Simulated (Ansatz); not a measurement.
Geometry optimisation, Ansatz 0.2.0, RKS PBE-D4/def2-mTZVP.

Input:

```yaml
crystal:
  periodic: [false, false, false]
  atoms:
    - { symbol: Ge, position_ang: [0.0, 0.0, 0.0] }
    - { symbol: Cl, position_ang: [0.0, 0.0, 2.57] }
    - { symbol: H, position_ang: [1.4616, 0.0, -0.5162] }
    - { symbol: H, position_ang: [-0.73, 1.2648, -0.5162] }
    - { symbol: H, position_ang: [-0.73, -1.2648, -0.5162] }
    - { symbol: "N", position_ang: [-2.0973, 0.0, 0.6969] }
    - { symbol: H, position_ang: [-2.8173, -0.6071, 0.2106] }
    - { symbol: H, position_ang: [-2.3831, 0.6071, 1.5174] }
    - { symbol: H, position_ang: [-1.4594, 0.0, 1.8686] }
basis:
  gaussian: { orbitals: def2-mTZVP }
hamiltonian:
  xc: pbe
  dispersion: d4
relax:
  f_tol: 0.15
  max_steps: 25
  restrain:
    - { distance: [0, 5], at: 1.91, k: 30.0 }
    - { distance: [8, 1], at: 1.37, k: 30.0 }
    - { distance: [0, 1], at: 3.42, k: 30.0 }
    - { distance: [8, 5], at: 2.26, k: 30.0 }
```

Command:

```bash
$ ansatz run input.yaml --threads 2 --pin off --max-ram 3072MiB --backend cpu --events-out ev --progress --plain --runs-dir out
```

Question: Where does it end, and by what steps?

Answer: It converged. The restraints hold the end off the free minimum. After 20 steps the energy has fallen by 3.263 eV (the restraints' own energy left out); H3 moved furthest, 1.59 Å.

| step | energy less start (eV) | largest force component (eV/Å) | accepted |
| --- | --- | --- | --- |
| 0 | 0.0000 | 2.784 | yes |
| 1 | 0.1073 | 3.379 | yes |
| 2 | 0.0660 | 3.587 | yes |
| 3 | -0.6632 | 2.752 | yes |
| 4 | -1.5775 | 1.306 | yes |
| 5 | -2.1305 | 0.783 | yes |
| 6 | -2.5267 | 0.685 | yes |
| 7 | -2.7964 | 0.760 | yes |
| 8 | -2.9701 | 0.911 | yes |
| 9 | -2.9787 | 1.844 | yes |
| 10 | -3.0919 | 0.781 | yes |
| 11 | -3.1050 | 0.602 | yes |
| 12 | -3.1189 | 0.677 | yes |
| 13 | -3.1587 | 0.533 | yes |
| 14 | -3.1838 | 0.491 | yes |
| 15 | -3.1925 | 0.471 | yes |
| 16 | -3.2415 | 0.507 | yes |
| 17 | -3.2196 | 0.916 | no |
| 18 | -3.2504 | 0.570 | yes |
| 19 | -3.2556 | 0.593 | yes |
| 20 | -3.2634 | 0.516 | yes |

```xyz
9
Properties=species:S:1:pos:R:3
Ge -0.524 -0.064 -0.326
Cl 0.395 0.682 2.893
H 0.525 -1.064 0.203
H -0.069 1.404 -0.214
H -0.846 -0.401 -1.814
N -2.074 -0.220 0.764
H -2.501 -1.148 0.708
H -2.795 0.466 0.526
H -0.868 0.345 2.572
```

Run time: 33 s on 2 threads of Arm Neoverse V2, on a shared host, peak memory 0.13 GiB.
